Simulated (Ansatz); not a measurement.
Reaction R1 → P1 + P2, each structure at its B3LYP-D3(BJ)/def2-TZVP stationary point, reached from a drawn start (curvature not checked).
P1: O atom, charge 0, multiplicity 3.
P2: S atom, charge 0, multiplicity 3.
R1: OS (SMILES O=S), charge 0, multiplicity 3.

P less R. No zero-point or thermal terms; open shells are unrestricted; no spin–orbit coupling.

Cores are frozen in the correlated methods.

The values were computed with Ansatz (a quantum-chemistry and plane-wave program). All values are computed, each at the level named.

### Question
One of these levels gives 140.43 kcal/mol for the reaction energy. Which?
A) SVWN5/def2-TZVPP
B) PBE/def2-TZVPP
C) CCSD/cc-pV(Q+d)Z

### Answer
B, PBE/def2-TZVPP. The others give 166.66 (SVWN5/def2-TZVPP), 114.42 (CCSD/cc-pV(Q+d)Z)
